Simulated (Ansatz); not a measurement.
A further run on Te(SiH3)2 (Si₂TeH₆).

```yaml
crystal:
  periodic: [false, false, false]
  atoms:
    - {symbol: Te, position_ang: [0.000078, -0.024058, -1.777900]}
    - {symbol: Si, position_ang: [1.799049, 0.022297, -0.026624]}
    - {symbol: H, position_ang: [1.724352, -1.187128, 0.846095]}
    - {symbol: H, position_ang: [1.681859, 1.241634, 0.827515]}
    - {symbol: H, position_ang: [3.097978, 0.039162, -0.758176]}
    - {symbol: Si, position_ang: [-1.799317, -0.023173, -0.026617]}
    - {symbol: H, position_ang: [-3.098788, -0.052796, -0.757388]}
    - {symbol: H, position_ang: [-1.719437, 1.206622, 0.817049]}
    - {symbol: H, position_ang: [-1.685774, -1.222550, 0.856067]}
basis:
  gaussian: {orbitals: def2-mTZVPP}
magnetization: {spin_polarized: true, initial_magnetization: 2}
hamiltonian: {xc: {name: wPBEh}}
output: {forces: true}
```

```sh
$ ansatz run in.yaml --threads 4 --pin off --events-out ev --progress --plain --max-ram 3916MiB
```

It prints (some lines left out):

```
Functional definition: wPBEh
1216 factors; integrals over basis functions are off by at most 7.4e-4 eV
115 factors; integrals over basis functions are off by at most 6.1e-7 eV
mean field evaluation 1: about -23136.6276 eV, gradient 1.1e1 eV
mean field evaluation 2: about -23136.5164 eV, gradient 1.2e1 eV
mean field evaluation 4: about -23137.6347 eV, gradient 5.4e-1 eV
mean field evaluation 8: about -23137.6523 eV, gradient 5.6e-2 eV
mean field evaluation 16: about -23137.6523 eV, gradient 9.5e-5 eV
mean field evaluation 32: about -23137.5329 eV, gradient 1.4e0 eV
mean field -23137.65228330 eV, -850.2930381474 hartree, gradient 2.4e-5 eV, S^2 2.003638; 5 other end points of the search recorded, 0 dependent functions left out
reference -23137.65233730 eV, -850.2930401318 hartree; 30, 28 occupied and 90, 92 virtual orbitals, 1216 factors
Total energy: -23137.65233730 eV, -850.2930401318 hartree
Atom 0 at     0.000078    -0.024058    -1.777900 Å, force    -0.004163    -0.044723    -3.200180 eV/Å
Atom 1 at     1.799049     0.022297    -0.026624 Å, force     1.129426     0.037191     1.493127 eV/Å
Atom 2 at     1.724352    -1.187128     0.846095 Å, force     0.074939     0.015805     0.049529 eV/Å
Atom 3 at     1.681859     1.241634     0.827515 Å, force     0.077744    -0.013388     0.053793 eV/Å
Atom 4 at     3.097978     0.039162    -0.758176 Å, force    -0.158274    -0.002917     0.006170 eV/Å
Atom 5 at    -1.799317    -0.023173    -0.026617 Å, force    -1.129499     0.006679     1.489167 eV/Å
Atom 6 at    -3.098788    -0.052796    -0.757388 Å, force     0.162610     0.002195     0.009150 eV/Å
Atom 7 at    -1.719437     1.206622     0.817049 Å, force    -0.076240    -0.018490     0.048986 eV/Å
Atom 8 at    -1.685774    -1.222550     0.856067 Å, force    -0.076542     0.017649     0.050259 eV/Å
Dipole moment:    -0.001221    -0.000997    -0.063558 e Å
```

It took 6 s on 4 threads of Intel Xeon Platinum 8259CL on a shared host.

In the def2 sets Te takes a core potential; there is no spin–orbit coupling.
